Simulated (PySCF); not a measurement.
Computed IR spectrum (relative IR intensity) of a molecule C6H6O. Geometry: PBE-D3(BJ)/def2-SVP. Other conformers were not sampled. All values below come from PBE-D3(BJ)/def2-SVP in PySCF. Harmonic, unscaled wavenumbers; measured fundamentals usually lie a few per cent lower.

Lines under 2 % of the strongest are left out, and lines within 2 cm⁻¹ are merged.

ν (cm⁻¹): 493 (w), 582 (vw), 639 (m), 657 (m), 675 (vw), 764 (m), 881 (w), 917 (vw), 995 (s), 1027 (w), 1171 (m), 1270 (w), 1317 (w), 1727 (vs), 2170 (vw), 2984 (vw), 2988 (m), 3059 (w), 3408 (s) (against the strongest line: vs over 80 %, s over 45 %, m over 15 %, w over 4 %, vw less)

Task: Which structure fits?
(A) C#C[C@H]1COC1=C
(B) C=C=C[C@@H]1C=CO1
(C) C#C/C=C\CC=O
(D) C#CC[C@H]1C=CO1

Result: A, C#C[C@H]1COC1=C
